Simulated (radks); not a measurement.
Species: neutral lutetium. Configuration: [Xe] 4f14 5d1 6s2 (the NIST ground configuration). Calculated with a radial shooting solver on a logarithmic mesh with Libxc functionals: scalar-relativistic Kohn-Sham, AM05, spin-polarised, spherical densities, finite nucleus; open shells are filled with parallel spins first (spin-orbit coupling, left out, can overturn this in heavy ions); Fermi nuclear charge, rms radius 5.37 fm.

Normalised radial functions P(r) = r R(r), r in bohr:

```
   r/bohr * 5p up, o 6s up (the largest magnitude, 0.974, reaches the edge; | marks zero, & curves that meet)
0.0009642                             &
 0.001122                             &
 0.001307                             *o
 0.001533                             *o
 0.001785                             *o
 0.002078                             *o
 0.002439                             *o
 0.002839                             *o
 0.003305                             *o
 0.003879                             *o
 0.004516                             *o
 0.005299                             |&
 0.006169                             |&
 0.007182                             |&
 0.008428                             |&
 0.009811                             |o*
  0.01142                             |o*
   0.0134                             |o*
   0.0156                             |o *
  0.01817                             |o  *
  0.02132                             o   *
  0.02482                             o    *
  0.02889                            o|     *
   0.0339                            o|     *
  0.03947                           o |     *
  0.04595                           o |     *
  0.05392                           o |     *
  0.06277                           o |   *
  0.07308                            o| *
  0.08576                            &|
  0.09984                         *   |o
   0.1172                      *      | o
   0.1364                    *        |  o
   0.1588                    *        |  o
   0.1863                      *      |  o
   0.2169                         *   |o
   0.2525                            o|*
   0.2963                          o  |      *
    0.345                         o   |           *
   0.4016                         o   |             *
   0.4713                          o  |          *
   0.5487                             o     *
   0.6388                          *  |  o
   0.7496                 *           |     o
   0.8727         *                   |      o
    1.016    *                        |      o
    1.192  *                          |    o
    1.388   *                         |o
    1.616       *                 o   |
    1.896            *       o        |
    2.207                o*           |
     2.59             o        *      |
    3.016             o           *   |
    3.511             o             * |
     4.12               o            *|
    4.796                  o          *
    5.583                     o       *
    6.552                        o    *
    7.628                          o  *
     8.88                            o*
    10.42                            o*
    12.13                             &
```

5p up: eigenvalue -31.800 eV, 3 radial nodes at r = 0.0832, 0.243, 0.610 bohr, <r> = 1.40 bohr, 90 % of the charge inside 2.06 bohr. 6s up: eigenvalue -4.816 eV, 5 radial nodes at r = 0.0231, 0.0921, 0.239, 0.553, 1.41 bohr, <r> = 3.60 bohr, 90 % of the charge inside 5.33 bohr.
